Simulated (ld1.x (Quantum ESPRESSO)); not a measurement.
# Ranking TM potentials for B

All share these settings but for the change named:

* Element: B (Z = 5)
* Generator: ld1.x (Quantum ESPRESSO) 7.5
* Type: norm-conserving Troullier–Martins (Kleinman–Bylander form)
* Functional: PW91
* Relativity: scalar-relativistic
* Frozen core: [He]
* Valence charge: 3
* Reference configuration: 2s2 2p1
* Partial waves: 2p (bound): rc 2.95 bohr; 3d channel at 0.5 Ry: rc 2.25 bohr; 2s (bound): rc 1.30 bohr
* Local potential: the s channel
* Core correction: Bessel-smoothed model core inside 0.65 bohr

Test errors are all-electron minus pseudo excitation energies from the reference, over 2s2 2p0; 2s1 2p0; 2s2 2p0.5; 2s1 2p1; 2s0 2p3; 2s2 2p1.3; 2s1 2p2. None of these files shows a bound ghost.

The base gives 252.0 meV.

Of 5 variants that were run, those that failed, showed a ghost or another fault, or gave nearly equal values are left out.

Question: Rank these variants by their largest absolute test error, smallest first.
A. all radii but the core radius scaled by about 0.78 (s 1.02, p 2.30, d 1.76 bohr)
B. all radii but the core radius scaled by about 1.35 (s 1.76, p 3.98, d 3.04 bohr)
C. all radii but the core radius scaled by about 0.87 (s 1.14, p 2.58, d 1.96 bohr)
D. all radii but the core radius scaled by about 1.23 (s 1.60, p 3.64, d 2.78 bohr)
E. all radii but the core radius scaled by about 1.15 (s 1.50, p 3.38, d 2.58 bohr)

Answer: A (111.5 meV), C (153.7 meV), E (378.8 meV), D (481.3 meV), B (653.5 meV).
